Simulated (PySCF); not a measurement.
Compound: BH9Si3.
Numbering: `[BH2:1][SiH2:2][SiH2:3][SiH3:4]` (hydrogens: H5, H6 on B1; H7, H8 on Si2; H9, H10 on Si3; H11, H12, H13 on Si4)

Torsions of this conformer, `[BH2:1][SiH2:2][SiH2:3][SiH3:4]`: B1–Si2–Si3–Si4 -62°.

The closed-shell ground state was solved at several levels (PySCF, density fitting, gas phase, non-relativistic). The structure is a single PBE0-D3(BJ)/def2-SVP conformer in the gas phase; no vibrational or solvent corrections.

| level | basis functions | total energy (Eh) | HOMO (eV) | LUMO (eV) | gap (eV) | dipole (D) |
| --- | --- | --- | --- | --- | --- | --- |
| PBE0/6-31G* | 86 | -898.2184 | -7.75 | -2.27 | 5.48 | 0.17 |
| HF/pcSseg-2 | 291 | -896.7234 | -10.13 | 0.88 | 11.01 | 0.44 |
| PBE0/IGLO-III | 257 | -898.3119 | -7.83 | -2.53 | 5.30 | 0.14 |
| PBE0/6-311+G(2d,p) | 186 | -898.3087 | -7.82 | -2.51 | 5.31 | 0.13 |
| B97-D/pcSseg-2 | 291 | -898.7056 | -6.76 | -3.26 | 3.50 | 0.09 |
| mPW1PW91/pcSseg-2 | 291 | -898.7729 | -7.86 | -2.52 | 5.34 | 0.14 |
| PBE0/def2-SVP | 113 | -897.9797 | -7.87 | -2.50 | 5.37 | 0.16 |
| PBE/pcSseg-2 | 291 | -898.2308 | -6.82 | -3.47 | 3.35 | 0.10 |
| PBE0/STO-3G | 41 | -887.9368 | -5.49 | 1.12 | 6.61 | 0.35 |
| KT2/pcSseg-2 | 291 | -906.8964 | -6.86 | -3.46 | 3.40 | 0.09 |
| KT3/pcSseg-2 | 291 | -906.2078 | -6.87 | -3.35 | 3.52 | 0.09 |

What might PBE0/6-31G (66 basis functions) give for the same quantities?

Total energy -898.1402 Eh, HOMO -7.89 eV, LUMO -2.21 eV, gap 5.68 eV, dipole 0.14 D.

Over all these levels, which gives the widest orbital gap and which the narrowest?

HF/pcSseg-2 (Hartree–Fock, all exact exchange) has the widest, 11.01 eV, and PBE/pcSseg-2 (GGA) the narrowest, 3.35 eV. The two share the basis. From the narrowest to the widest the HOMO moves by -3.31 eV and the LUMO by +4.35 eV. The HOMO need not be the same orbital at Hartree–Fock and at DFT levels.

How much does the basis alone move the frontier levels among the 6 PBE0 rows (the withheld one included)?

The HOMO by 2.40 eV and the LUMO by 3.65 eV. By rising basis size (HOMO, LUMO in eV): STO-3G -5.49, 1.12; 6-31G -7.89, -2.21; 6-31G* -7.75, -2.27; def2-SVP -7.87, -2.50; 6-311+G(2d,p) -7.82, -2.51; IGLO-III -7.83, -2.53.

In the pcSseg-2 basis, how does the gap go with the fixed share of exact exchange?

PBE (0 %) 3.35 eV; KT2 (0 %) 3.40 eV; B97-D (0 %) 3.50 eV; KT3 (0 %) 3.52 eV; mPW1PW91 (25 %) 5.34 eV; HF (100 %) 11.01 eV. Each rise in the share widens the gap here.

How far do the dipole and the HOMO energy spread over the levels?

The dipole runs from 0.09 to 0.44 D (mean 0.17 D) and the HOMO from -10.13 to -5.49 eV.

B97-D is run here without its empirical dispersion term; that term would change no orbital, density or response property at a fixed geometry.
